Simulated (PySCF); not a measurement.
Pt⁴³⁺ (platinum, charge +43) across methods

[Ar] 3d10 4s2 4p5, 2P determinant. Computed with PySCF 2.14 in an uncontracted even-tempered set (17 s from 4.7 bohr⁻², ratio 2.5; 12 p from 6.1 bohr⁻², ratio 2.5; 8 d from 11 bohr⁻², ratio 2.5; 4 f from 33 bohr⁻², ratio 2.7; 4 g from 50 bohr⁻², ratio 2.7), with no relativity, point nucleus.

```
method   E (hartree)  mean ε 4s β (eV)  mean ε 4p α (eV)  mean ε 4p β (eV)  Σ⟨r²⟩ (bohr²)   ⟨S²⟩
  PBE0     -16115.35           -2271.3           -2183.2           -2178.2          2.023  0.751
 M06-L     -16115.48           -2265.1           -2177.4           -2172.2          2.025  0.751
   UHF  -16114.12941           -2296.7           -2203.2           -2197.3          2.025  0.752
   PBE     -16115.09           -2262.2           -2175.9           -2171.3          2.023  0.750
r2SCAN     -16115.74           -2265.2           -2178.1           -2172.9          2.025  0.751
   LDA     -16106.29           -2262.1           -2175.8           -2171.4          2.024  0.750
```

(1) Estimate the same row for B3LYP.

A non-relativistic calculation at this Z misses sizeable relativistic shifts. Spin-orbit coupling, absent here, splits the open shell strongly.

## Answers

(1) E (hartree) = -16115.82; mean ε 4s β (eV) = -2269.6; mean ε 4p α (eV) = -2181.8; mean ε 4p β (eV) = -2177.0; Σ⟨r²⟩ (bohr²) = 2.023; ⟨S²⟩ = 0.751.
